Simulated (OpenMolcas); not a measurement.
**Al II: CASPT2 settings compared**

* Program: OpenMolcas
* Basis: ANO-RCC-VDZP [4s3p1d]
* Scalar Hamiltonian: DKH4, point nucleus
* Active space: 2 electrons in 4 orbitals (3s 3p)
* State averaging: 2S+1 = 1 even, 6 roots; 2S+1 = 3 even, 3 roots kept (CI in the orbitals of an earlier block); 2S+1 = 1 odd, 3 roots; 2S+1 = 3 odd, 3 roots kept (CI in the orbitals of an earlier block)
* Spin-orbit coupling: RASSI with atomic mean-field integrals over the reference wave functions, term energies averaged over their components

Methods on the same reference wave functions:
A. CASSCF
B. SS-CASPT2, IPEA 0.4 Eh, imaginary shift 0.25 Eh (closed shells correlated: none)
C. SS-CASPT2, IPEA 0.5 Eh, no level shift (closed shells correlated: 2s 2p)

Energies in cm-1 above 3s2 1S0, the measured ground level; measured values from NIST Handbook of Basic Atomic Spectroscopic Data.

| Level | A | B | C | Measured |
| --- | --- | --- | --- | --- |
| 3s2 1S0 | 0.0 | 0.0 | 0.0 | 0.0 |
| 3s 3p 3P* 0 | 37509 | 36710 | 36830 | 37393 |
| 3s 3p 3P* 1 | 37542 | 36740 | 36870 | 37454 |
| 3s 3p 3P* 2 | 37607 | 36810 | 36930 | 37578 |
| 3s 3p 1P* 1 | 66448 | 62520 | 62560 | 59852 |
| 3p2 3P0 | 94115 | 93990 | 94120 | 94085 |
| 3p2 3P1 | 94165 | 94040 | 94170 | 94147 |
| 3p2 3P2 | 94265 | 94140 | 94260 | 94269 |

Deviations, from unrounded energies. A percentage is the sum of absolute deviations over the sum of measured energies, with the sign that they share, or ± where signs differ.

```json
{"Against measurement": "mean absolute deviation (cm-1)", "Levels": "7", "A": "980", "B": "740", "C": "650"}
{"Against measurement": "other configurations (%)", "Levels": "7", "A": "±1.5", "B": "±1.1", "C": "±1.0"}
```

C lies closest to measurement on these levels and A furthest from it. The largest miss of C in the table is 3s 3p 1P* 1, by +2700 cm-1. The ranking rests on the paired levels alone, and a cruder setting can come out closer through cancelling errors.

Between B and C the level of the table that moves most is 3p2 3P2, by 120 cm-1 (lowest in B, highest in C). Moves below CASPT2's spread within the term are not significant.

The lowest spin-free term lies below A's lowest term by 0.003 hartree in B, 0.037 hartree in C.

Terms from blocks run as CI alone lack orbitals of their own. The ¹D term of p² mixes with s d, which this space lacks. Without dynamic correlation excited terms often stand tens of per cent too high (terms of higher spin than the ground term too low), and those without a measured partner can miss by more than the paired ones (holds for A). Computed and measured levels are paired by configuration, term and J; levels that our copy of the source lacks, or whose pairing is in doubt (as where it misses far off the trend of its configuration), stay unpaired and out of the deviations. Levels of configurations outside the active space are missing. The table leaves out levels that lie high or whose names do not pair safely across all columns.

* marks odd parity.
